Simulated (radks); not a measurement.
Spherical quantum dot in the effective-mass picture: electrons in a hard-walled sphere of radius 4.75, with a point charge +1 (a donor) at the centre, all in effective atomic units (hartree* = m*/eps^2 hartree, bohr* = eps/m* bohr), one dielectric constant everywhere. Calculated with a radial shooting solver with Libxc functionals: non-relativistic Kohn-Sham, exchange-only LDA, spin-polarised, spherical densities. Levels are named by radial order and angular momentum (1s, 1p, 1d, 2s, ...), and open shells are averaged over m. Each electron was tried in the lowest free levels, single moves between levels near the top were tried too, and the lowest total energy was kept; such a search can miss a lower state. At N = 1 the Hartree and exchange-correlation terms need not cancel, so that row can carry a self-interaction error.

N,open shells,2S,E (hartree*),addition energy mu(N+1) - mu(N) (hartree*),e(HOMO) (hartree*),rms radius (bohr*)
1,"1s(up 1, down 0)",1,-0.448823,0.5587,-0.22515,1.677
2,none,0,-0.338945,0.6172,0.26136,2.032
3,"1p(up 1, down 0)",1,0.388104,0.2575,0.85286,2.437
4,"1p(up 2, down 0)",2,1.37264,0.2669,1.1174,2.640
5,"1p(up 3, down 0)",3,2.62405,0.3742,1.3856,2.771
6,"1p(up 3, down 1)",2,4.24965,0.2419,1.7433,2.871
7,"1p(up 3, down 2)",1,6.11715,0.2535,1.9933,2.948
8,none,0,8.23817,0.4937,2.2493,3.009
9,"1d(up 1, down 0)",1,10.8529,0.2487,2.7386,3.074
10,"1d(up 2, down 0)",2,13.7162,0.2506,2.9884,3.128
11,"1d(up 3, down 0)",3,16.8302,0.2516,3.2396,3.173
12,"1d(up 4, down 0)",4,20.1956,0.2521,3.4915,3.212
13,"1d(up 5, down 0)",5,23.8132,0.3342,3.7437,3.246
14,"1d(up 5, down 0) 2s(up 1, down 0)",6,27.7650,0.2604,4.1199,3.244
15,"1d(up 5, down 2)",3,31.9771,0.2359,4.3254,3.305
16,"1d(up 5, down 3)",2,36.4252,0.2462,4.5710,3.330
17,"1d(up 5, down 4)",1,41.1194,0.2470,4.8176,3.353
18,none,0,46.0606,0.3437,5.0649,3.374
19,"2s(up 1, down 0)",1,51.3455,0.4371,5.4650,3.365
20,"2s(up 1, down 0) 1f(up 1, down 0)",2,57.0675,0.2437,5.8438,3.386
21,"2s(up 1, down 0) 1f(up 2, down 0)",3,63.0332,0.2441,6.0877,3.406
22,"2s(up 1, down 0) 1f(up 3, down 0)",4,69.2430,0.2444,6.3319,3.424
23,"2s(up 1, down 0) 1f(up 4, down 0)",5,75.6971,0.2445,6.5764,3.441
24,"2s(up 1, down 0) 1f(up 5, down 0)",6,82.3958,0.2446,6.8210,3.457
25,"2s(up 1, down 0) 1f(up 6, down 0)",7,89.3391,0.2447,7.0657,3.471
26,"2s(up 1, down 0) 1f(up 7, down 0)",8,96.5271,0.3270,7.3103,3.485
27,"2s(up 1, down 0) 1f(up 7, down 1)",7,104.042,0.2402,7.6350,3.499
28,"2s(up 1, down 0) 1f(up 7, down 2)",6,111.797,0.2407,7.8755,3.511
29,"2s(up 1, down 0) 1f(up 7, down 3)",5,119.793,0.2411,8.1164,3.523
30,"2s(up 1, down 0) 1f(up 7, down 4)",4,128.030,0.2414,8.3576,3.535
31,"2s(up 1, down 0) 1f(up 7, down 5)",3,136.509,0.2416,8.5992,3.546
32,"2s(up 1, down 0) 1f(up 7, down 6)",2,145.229,0.2418,8.8409,3.556
33,"2s(up 1, down 0)",1,154.190,0.4543,9.0909,3.566
34,none,0,163.606,0.3597,9.5842,3.551
35,"1g(up 1, down 0)",1,173.382,0.2395,9.8955,3.562
36,"1g(up 2, down 0)",2,183.398,0.2396,10.135,3.572
37,"1g(up 3, down 0)",3,193.652,0.2397,10.375,3.582
38,"1g(up 4, down 0)",4,204.147,0.2398,10.614,3.591
39,"1g(up 5, down 0)",5,214.881,0.2398,10.858,3.600
40,"1g(up 6, down 0)",6,225.855,0.2398,11.112,3.609
41,"1g(up 7, down 0)",7,237.069,0.2296,11.365,3.617
42,"2s(up 1, down 0) 1g(up 9, down 0)",10,248.513,0.2604,11.560,3.646
43,"1g(up 9, down 0)",9,260.217,-,11.872,3.633

All shells are closed at N = 2, 8, 18, 34 (there: 1s2 1p6 1d10 2s2 1f14); the second difference of the energy has clear peaks (12 % above both neighbours; the first and last values, which can be the largest, are not judged, and half-filled shells can peak too) at N = 5, 8, 13, 19, 26, 33.
